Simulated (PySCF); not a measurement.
## Polarisability and C₆ of Cr⁺ (chromium, charge +1)

[Ar] 3d5, high-spin 6S determinant. All numbers are calculated (PySCF 2.14, no relativity, point nucleus, in def2-QZVPPD). Coupled (time-dependent) response in atomic units; α is the mean over directions.

```json
{"method": "CAM-B3LYP", "mean α (bohr³)": "10.53", "C₆ (like pair)": "34.77", "S(−4)": "170.1"}
```

S(−4) is the Cauchy moment in α(ω) = α(0) + S(−4) ω² + …

α(iu) at CAM-B3LYP:

```tsv
u (hartree)	α(iu) (bohr³)
0	10.53
0.0500	10.13
0.100	9.163
0.200	7.050
0.300	5.616
0.500	4.151
0.750	3.244
1.00	2.651
1.50	1.850
2.00	1.343
3.00	0.7863
5.00	0.3613
```

For an ion, C₆ is the dispersion term alone; charge-induced terms of lower order in 1/R come first.
